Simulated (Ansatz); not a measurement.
A made-up structure of BSiH4SO (charge +1), singlet:

S1  (-0.580, 1.378, -0.927)
Si2  (0.523, -0.123, 0.446)
B3  (-0.435, -1.795, 0.665)
O4  (0.275, -1.599, -0.435)
H5  (0.936, 0.510, 1.649)
H6  (0.446, 2.180, -1.290)
H7  (1.917, 0.343, 0.323)
H8  (-1.123, -2.603, 1.185)
(Å)

It is relaxed with PBE-D4/def2-SVP and then PBE0-D4/def2-TZVP (Ansatz 0.2.0). Atoms count as bonded within 1.22 times the sum of their covalent radii (H–H: 0.88 Å). The end point is not checked to be a true minimum.

Problem. Does its bonding change? (Judge from chemistry; the calculation decides.)

Solution. By the calculation: Yes. Formed: none; broken: Si2–B3.

Where it ends: The first stage lowers the energy by 4.21 eV in 15 steps. It ends as BSiH₄SO ([BH][O][SiH2][SH]), total charge +1:
```json
{"atom": "S1", "x (Å)": "-0.3606", "y (Å)": "1.8246", "z (Å)": "-0.5483"}
{"atom": "Si2", "x (Å)": "0.8467", "y (Å)": "0.5046", "z (Å)": "0.5023"}
{"atom": "B3", "x (Å)": "-0.5730", "y (Å)": "-2.1687", "z (Å)": "0.5281"}
{"atom": "O4", "x (Å)": "0.0393", "y (Å)": "-1.1194", "z (Å)": "0.5177"}
{"atom": "H5", "x (Å)": "0.8477", "y (Å)": "0.7726", "z (Å)": "1.9457"}
{"atom": "H6", "x (Å)": "0.2033", "y (Å)": "1.5355", "z (Å)": "-1.7373"}
{"atom": "H7", "x (Å)": "2.1178", "y (Å)": "0.1246", "z (Å)": "-0.1287"}
{"atom": "H8", "x (Å)": "-1.1616", "y (Å)": "-3.1833", "z (Å)": "0.5367"}
```

Labels in which every atom is bracketed show which atoms are joined, not bond orders.

For scale, one of the runs: PBE0-D4/def2-TZVP relaxation, 160 basis functions, launched by `ansatz run in.yaml --threads 2 --pin off --events-out ev --progress --plain --max-ram 4352MiB`. The run took about 27 s on 2 CPU threads of an Arm Neoverse V2 (shared host).
